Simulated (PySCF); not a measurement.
Job for PySCF: R-B3LYP/6-31G* on CHN (SMILES C#N) with ghost functions.

```python
from pyscf import gto, scf, dft, mp
from pyscf.data.elements import chemcore

mol = gto.M(
    atom='''
    C    -0.29343518    0.18842757   -0.30607764
    N    -0.36187379    0.30994277   -1.44479654
    H    -0.22674346    0.07381931    0.76549733
    ghost-C    0.09015317   -1.38558648    3.32825538
    ghost-O   -0.10383292   -0.13459792    2.69526351
    ghost-C   -0.05130747    0.95794617    3.59351146
    ghost-H   -0.68657710   -1.57061725    4.07897950
    ghost-H    1.07163745   -1.43337276    3.81377797
    ghost-H    0.03358843   -2.15299340    2.55817372
    ghost-H   -0.83392717    0.87721778    4.35648410
    ghost-H   -0.20964989    1.86522187    3.01307083
    ghost-H    0.92422384    1.01301323    4.09013645
    ''',
    basis='6-31g*',
    cart=True,
    charge=0, spin=0, verbose=3, max_memory=1800)
mf = dft.RKS(mol, xc='b3lyp')
mf.conv_tol = 1e-8
mf.max_cycle = 100
mf.kernel()
if not mf.converged:
    mf = mf.newton().run(mf.mo_coeff, mf.mo_occ)
```

**Question.** Give the final energy of this run.

**Answer.** -93.4227 hartree.
